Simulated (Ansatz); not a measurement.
Stepwise reaction of `[SH][Ga]([Br])[Br]` with water, as a gas-phase model of exchange steps in deposition or etching. ΔE in kJ/mol.

Computed with Ansatz on PBE0-D4/def2-TZVP structures; ΔE is electronic, products minus reactants. CCSD(T)/CBS is the MP2 limit (def2-TZVPP, def2-QZVPP) plus CCSD(T) − MP2 in def2-TZVPP, frozen cores. This one scheme is used for every species. DFT in def2-TZVPP. B3LYP here is the variant with VWN-RPA as its local correlation; programs differ in this. For Br, Ga outer-core shells are correlated without core-valence functions, which leaves a few kJ/mol of doubt a bond. Scalar relativity is left out up to krypton. One conformer a species, not always the lowest.

```tsv
step	reaction	PBE-D4	B3LYP-D4	ωB97M-V	CCSD(T)/CBS
1	`[SH][Ga]([Br])[Br]` + H₂O → `[OH][Ga]([SH])[Br]` + HBr	74.5	75.1	74.3	75.9
2	`[OH][Ga]([SH])[Br]` + H₂O → `[OH][Ga]([OH])[SH]` + HBr	67.7	67.5	67.3	68.8
```

Question: By hand: ΔE of the 2 steps together at CCSD(T)/CBS.

Answer: (75.9) + (68.8) = 144.7 kJ/mol, or 72.3 kJ/mol a step.

In ΔE each step is lower than the one before. All are uphill at CCSD(T)/CBS. PBE-D4 differs from CCSD(T)/CBS by -1.4 to -1.1 kJ/mol a step. Only this route is followed, and other bonds may react first. Isolated molecules leave out the surface, adducts and barriers. Largest T1 diagnostic: 0.014.
